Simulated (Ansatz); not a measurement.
`Br[B]1[SiH2][SnH2]1`, relaxed with RKS PBE0-D4/def2-TZVP in Ansatz from a PBE-D4/def2-SVP geometry. The force threshold is 0.005 eV/Å; the program also tests the step.

Charge 0, multiplicity 1. Sn: def2 effective core potential.

Start:

```xyz
8

Br   -0.181   -2.372    1.806
B    -0.380   -0.660    0.963
Si   -1.321   -0.127   -0.606
Sn    1.301    0.602    0.367
H    -1.510    1.337   -0.880
H    -2.071   -0.992   -1.583
H     1.259    2.235   -0.199
H     2.903   -0.023    0.133
```

(1) By how much does the energy fall, and how many steps does the optimiser take? (Estimate.)

(2) Which bonds change most? (An estimate is asked.)

(3) Give the relaxed structure. (An estimate is asked.)

Answers

(1) Computed: 0.03 eV, in 7 steps.

(2) Ansatz gave: Si3–Sn4 from 2.890 to 2.808 Å; Sn4–H8 from 1.735 to 1.708 Å; Sn4–H7 from 1.729 to 1.702 Å; B2–Sn4 from 2.186 to 2.159 Å.

(3) Ansatz gave: 
```xyz
8

Br   -0.184   -2.347    1.812
B    -0.377   -0.646    0.964
Si   -1.282   -0.133   -0.617
Sn    1.272    0.582    0.306
H    -1.482    1.318   -0.848
H    -2.047   -0.971   -1.576
H     1.238    2.214   -0.173
H     2.862   -0.018    0.132
```
